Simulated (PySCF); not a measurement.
# C₆ coefficients of unlike pairs at PBE0

Calculated with PySCF 2.14 from the dipole response of each species, C₆(A,B) = (3/π) ∫ α_A(iu) α_B(iu) du, in atomic units, from isotropic polarisabilities. For ions this is the dispersion term alone; charge-induced terms of lower order in 1/R come first.

```
species           configuration                                                                      basis      relativity  α (bohr³)  C₆ (like pair)
      I  [Kr] 4d10 5s2 5p5 (2P)                                  aug-cc-pwCVDZ-PP with ECP28MDF (6s5p4d1f)  core potential      31.67           347.4
     Se  [Ar] 3d10 4s2 4p4 (3P)                                  aug-cc-pwCVDZ-PP with ECP10MDF (6s5p4d1f)  core potential      25.13           211.9
 Ge(3+)      [Ar] 3d10 4s1 (2S)                                                  def2-QZVPPD (12s7p5d4f1g)            none      6.594           15.89
 Se(2+)  [Ar] 3d10 4s2 4p2 (3P)  x2c-TZVPPall with one added diffuse shell each of s, p, d type (7s6p5d1f)   spin-free X2C      9.292           42.55
```

Question: Estimate C₆ for Se(2+) with Ge(3+).

Answer: The integral gives 25.65. The combination rule 2 C_A C_B / (C_A α_B/α_A + C_B α_A/α_B) gives 25.71 and the geometric mean 26.00.

No spin-orbit coupling is included.

The other pairs:

```json
{"pair": "Ge(3+), I", "C₆": "73.63"}
{"pair": "Se, I", "C₆": "271.2"}
{"pair": "Se(2+), I", "C₆": "120.2"}
{"pair": "Se(2+), Se", "C₆": "93.62"}
{"pair": "Ge(3+), Se", "C₆": "57.31"}
```
